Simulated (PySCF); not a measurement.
C5H7F2N.
Numbering: `[CH3:1][CH2:2][C@H:3]([C:4]#[N:5])[CH:6]([F:7])[F:8]` (hydrogens: H9, H10, H11 on C1; H12, H13 on C2; H14 on C3; H15 on C6)

Cartesian coordinates in Å at the GFN2-xTB level; atoms count from 1:
```xyz
15
C5H7F2N angstrom
C      1.9470   -0.3834   -0.0583
C      0.4915   -0.6936    0.2621
C     -0.4513    0.3759   -0.3194
C     -0.2349    1.6532    0.3235
N     -0.0561    2.6568    0.8378
C     -1.9226   -0.0300   -0.1638
F     -2.2060   -0.3858    1.1075
F     -2.1832   -1.1161   -0.9303
H      2.1079   -0.3552   -1.1342
H      2.5920   -1.1488    0.3645
H      2.2358    0.5787    0.3592
H      0.2135   -1.6606   -0.1622
H      0.3489   -0.7429    1.3435
H     -0.2620    0.4937   -1.3939
H     -2.6251    0.7661   -0.4580
```

Computed with PySCF, TDDFT PBE0/def2-SVPD, vertical, gas phase, core orbitals frozen in the response.

Each state is given a Gaussian of 0.4 eV full width at half maximum, with ε(max) = 2.175×10⁸ f / Δν̃ (Δν̃ the width in cm⁻¹). The width is an assumption, not a result. The curve ends short of the highest state used, and states not computed would add to its high-energy end.

(E (eV), ε (L mol⁻¹ cm⁻¹)): (7.23, 0), (7.28, 0), (7.32, 0), (7.37, 0), (7.41, 1), (7.46, 1), (7.50, 2), (7.55, 4), (7.59, 7), (7.64, 13), (7.68, 21), (7.73, 39), (7.77, 62), (7.82, 108), (7.86, 162), (7.91, 254), (7.95, 346), (8.00, 476), (8.04, 579), (8.09, 687), (8.13, 741), (8.18, 755), (8.22, 720), (8.27, 629), (8.31, 531), (8.36, 399), (8.40, 301), (8.45, 206), (8.49, 159), (8.54, 147)

(1) Locate the maxima and give the states behind the curve.

## Answers

(1) 152 nm (8.17 eV), ε about 760, made up of S2 (86%) and S3 (14%) (ε in L mol⁻¹ cm⁻¹; maxima over ε = 5, shares over 10%). At its high-energy end, 8.54 eV, the curve is still rising (ε about 150, from S2, S4 and S5). The states used: S1 7.83 eV (f 0.0002); S2 8.16 eV (f 0.0097); S3 8.19 eV (f 0.0016); S4 8.97 eV (f 0.018); S5 9.06 eV (f 0.039); S6 9.14 eV (f 0.011).

One conformer stands for the species.
